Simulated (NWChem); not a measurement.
Molecule: InF$_{2}$, doublet; SMILES [F][In][F]

```xyz
3

In     0.0000     0.0000     0.2725
F     -1.6912     0.0000    -0.7418
F      1.6912     0.0000    -0.7418
```
Atoms are numbered in this order, from 1.

In the optimisation the excess spin sits in a1 (C2v, its own frame). The geometry was optimised at PBE0/def2-SVP, spin-unrestricted. This spin state was assumed; another may lie lower. No stability test was run on the SCF state. def2 effective core potentials on In; no spin-orbit coupling.

Symmetry labels are those of C2v in the frame above (b1 and b2, or b-type labels, depend on it).

Task: List the 4 lowest vertical excitations from BHandHLYP/def2-SVP with def2 effective core potentials on In, spin-unrestricted, TDA (NWChem).

Result: 
```
state    energy (eV)  oscillator strength  symmetry of the excitation  <S²>
-------  -----------  -------------------  --------------------------  ----
state 1         4.20                0.004                          b1  0.83
state 2         4.26                0.000                          a2  0.83
state 3         4.34                0.083                          b2  0.78
state 4         4.51                0.014                          a1  0.83
```
